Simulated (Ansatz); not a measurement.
The cluster OsO₂, relaxed as a singlet with RKS r2SCAN-D4/def2-TZVP in Ansatz, starting from the GFN2-xTB geometry. Force threshold 0.02 eV/Å.

In the def2 sets Os takes a core potential; there is no spin–orbit coupling. The restricted singlet is unstable: a solution with broken spin symmetry lies lower. At r2SCAN-D4/def2-TZVP a triplet of charge 0 lies 0.77 eV below the restricted singlet, each at its own geometry. The structure comes from a short search, and lower isomers may exist.

Start:

| atom | x (Å) | y (Å) | z (Å) |
| --- | --- | --- | --- |
| Os1 | 0.1174 | -0.2088 | -0.0988 |
| O2 | -0.7282 | -0.7814 | 1.1238 |
| O3 | 0.6108 | 0.9902 | -1.0251 |

| step | energy (eV) | largest force component (eV/Å) | SCF passes |
| --- | --- | --- | --- |
| 1 | -6559.8735 | 7.233 | 53 |
| 2 | -6560.9104 | 1.070 | 49 |
| 3 | -6561.1555 | 1.442 | 54 |
| 4 | -6561.1628 | 3.551 | 46 |
| 5 | -6561.3663 | 1.195 | 40 |
| 6 | -6561.4134 | 0.228 | 34 |
| 7 | -6561.4153 | 0.016 | 35 |

Force components are those of the run's own axes.

End:

```xyz
3

Os    0.248   -0.441   -0.209
O    -0.759   -0.620    1.124
O     0.511    1.061   -0.915
```

By distances, no bond broke or formed. The bond that changes most is Os1–O2, from 1.59 to 1.68 Å (atoms count from 1).

No frequencies were taken in this run, so the end may be a saddle point.

Hardware: 4 threads of AMD EPYC 7R43 on a shared host. Wall time 18 s.
